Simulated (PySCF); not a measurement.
ethenyl silylformate (C₃H₆O₂Si), SMILES C(=O)([SiH3])OC=C.

The structure is a stationary point at PBE0-D3(BJ)/def2-SVP. The values are those of a single conformer.

Two levels are set side by side: TDA-PBE/def2-SVPD (PySCF) and TDA-ωB97X/def2-SVPD (PySCF). Vertical, same geometry. The lowest singlet is HOMO→LUMO 99 % with PBE and HOMO−1→LUMO 90 % with the other functional; states are paired by order. Differences are taken from unrounded values.

```json
[
 {"quantity": "lowest singlet excitation (eV)", "TDA-ωB97X": "4.99"},
 {"quantity": "lowest triplet excitation (TDA) (eV)", "TDA-ωB97X": "4.33"},
 {"quantity": "first bright state (f over 0.05) (eV)", "TDA-ωB97X": "6.45"},
 {"quantity": "its oscillator strength", "TDA-ωB97X": "0.28"}
]
```

### Question
What does TDA-PBE give, and how far is it from TDA-ωB97X? (An estimate is asked for; the answer gives what the named calculation found.)

### Answer

```csv
quantity,TDA-PBE,TDA-PBE minus TDA-ωB97X
lowest singlet excitation (eV),4.45,-0.54
lowest triplet excitation (TDA) (eV),3.84,-0.48
first bright state (f over 0.05) (eV),5.03,-1.42
its oscillator strength,0.20,-0.08
```

Functionals without exact exchange tend to place singlet excitations lower, as here. Differences between two approximate levels are no errors against the true value.

Rough cost on one machine, each run with all the roots and properties that it gave: TDA-ωB97X against TDA-PBE about 4 times.
